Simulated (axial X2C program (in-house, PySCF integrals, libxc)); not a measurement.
## Low determinants of RuSb at the PBE0 level, scalar-relativistic

Computed with an in-house relativistic program for diatomic molecules. Spin-free means the one-electron spin-free X2C Hamiltonian. Basis: Sb dyall-cv3z [11s12p8d4f1g], Ru dyall-cv3z [12s12p8d5f3g] (cores contracted in-house); Gaussian nuclei, density fitting, unrestricted open shells. Masses: Sb 120.904 u, Ru 101.904 u.

Search at 2.468 Å (vertical energies from the lowest determinant):

| ΔE (eV) | state | electrons beyond evenly filled partner blocks | electrons in σ, π, δ, φ |
| --- | --- | --- | --- |
| 0.00 | M_S = 5/2, Λ = 0 | σα, π+α, π-α, δ+α, δ-α | 39 42 14 0 |
| 0.32 | M_S = 3/2, Λ = 1 | σα, π-α, δ+α, δ+β, δ-α | 39 41 15 0 |
| 0.32 | M_S = 3/2, Λ = 3 | σα, π+α, δ+α, δ+β, δ-α | 39 41 15 0 |
| 0.54 | M_S = 3/2, Λ = 1 | π+α, δ+α, δ-α | 40 41 14 0 |
| 0.73 | M_S = 5/2, Λ = 3 | σα, 2 × π+α, π+β, 2 × π-α, δ+α, δ+β, δ-α | 39 41 15 0 |
| 0.79 | M_S = 3/2, Λ = 0 | σα, π+β, π-α, δ+α, δ-α | 39 42 14 0 |
| 0.79 | M_S = 3/2, Λ = 2 | σα, π+α, π+β, δ+α, δ-α | 39 42 14 0 |

Lowest determinant, M_S = 5/2, Λ = 0 (beyond evenly filled blocks: σα, π+α, π-α, δ+α, δ-α): Re = 2.492 Å, ωe = 227.3 cm⁻¹.

The determinant in row 2 of the search, M_S = 3/2, Λ = 1 (beyond evenly filled blocks: σα, π-α, δ+α, δ+β, δ-α), was followed along the bond at PBE0; measured from the minimum of the lowest determinant it gives:

Te = 0.289 eV (2327 cm⁻¹), Re = 2.395 Å, ωe = 271.7 cm⁻¹.

Task: Compare the bond of the determinant in row 2 with that of the lowest one.

Result: At PBE0 its Re is 0.097 Å shorter and its force constant, which goes as ωe², is 1.43 times that of the lowest determinant. This determinant mixes spin states, so it has no term energy of its own.

The search compares states at one distance, so a state with another bond length can lie lower; it is not exhaustive and yields mostly the lowest determinant of each block pattern, so other components and higher states of one pattern are missing. These are energies of single determinants, not of spin-adapted states; PBE0 term energies can be off by some tenths of an eV, and the functional has no current term. The lowest determinant need not be the ground state where others lie within half an eV. Row 2 is spin-contaminated (⟨S²⟩ = 3.92 against 3.75), so its values are not those of a pure state.
